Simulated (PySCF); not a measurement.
Electron correlation in Er⁵⁶⁺ (erbium, charge +56)

Starting occupation: [Ne] 3s2. All numbers are calculated (PySCF 2.14, X2C-1e with screened-nucleus spin-orbit coupling, Gaussian nucleus, in an uncontracted even-tempered set (17 s from 5.7 bohr⁻², ratio 2.6; 14 p from 7.4 bohr⁻², ratio 2.6; 6 d from 7.6 bohr⁻², ratio 2.8; 4 f from 100 bohr⁻², ratio 2.8)). Frozen: 1s2; 10 electrons correlated; the 52 highest virtual spinors left out.

MP2 pair energies summed by pair of shells (mhartree):

```csv
pair,energy,share (%)
3s1/2-3s1/2,-117.34,23.8
2p1/2-2p3/2,-102.94,20.9
2p3/2-2p3/2,-97.41,19.7
2p3/2-3s1/2,-44.89,9.1
2p3/2-2s1/2,-42.82,8.7
2p1/2-2p1/2,-24.27,4.9
2p1/2-2s1/2,-22.69,4.6
2p1/2-3s1/2,-19.59,4.0
2s1/2-2s1/2,-11.54,2.3
2s1/2-3s1/2,-9.74,2.0
```

Total MP2 correlation energy: -493.23 mhartree.

The virtual space was cut to 56 spinors, which keep -434.72 of the -493.23 mhartree of MP2 correlation.

```json
{"level": "CCSD", "correlation energy (mhartree)": "-466.77"}
```

Diagnostics: T1 = 0.00011, largest double amplitude 0.082.

Cost of the coupled-cluster step: roughly 13 core-seconds, for 10 occupied and 56 virtual spinors.

Iterations:

```
Init t2, MP2 energy = -0.434724764904573
CCSD nocc = 10, nmo = 66
Init t2, MP2 energy = -0.434724764904573
Init E_corr(GCCSD) = -0.434724764904573
cycle = 1  E_corr(GCCSD) = -0.456837004225537  dE = -0.0221122393  norm(t1,t2) = 0.0183572
cycle = 2  E_corr(GCCSD) = -0.463166415880835  dE = -0.00632941166  norm(t1,t2) = 0.00688101
cycle = 3  E_corr(GCCSD) = -0.466809287185914  dE = -0.00364287131  norm(t1,t2) = 0.00271426
cycle = 4  E_corr(GCCSD) = -0.466768562444062  dE = 4.07247419e-05  norm(t1,t2) = 6.94918e-05
cycle = 5  E_corr(GCCSD) = -0.466769103108863  dE = -5.40664801e-07  norm(t1,t2) = 2.03413e-06
cycle = 6  E_corr(GCCSD) = -0.466769031154616  dE = 7.19542471e-08  norm(t1,t2) = 8.23895e-08
cycle = 7  E_corr(GCCSD) = -0.466768976205208  dE = 5.49494077e-08  norm(t1,t2) = 3.46115e-08
cycle = 8  E_corr(GCCSD) = -0.466768979604771  dE = -3.39956302e-09  norm(t1,t2) = 2.65372e-09
GCCSD converged
E(GCCSD) = -9607.298791332407  E_corr = -0.4667689796047709
```

The coupled-cluster values are those of the cut space; adding the MP2 remainder, -58.51 mhartree, estimates the full space.

At this charge the one-electron X2C treatment keeps the bare 1/r₁₂, with no two-electron picture change or Breit term. The effect here is smaller than on the frozen 1s shell.
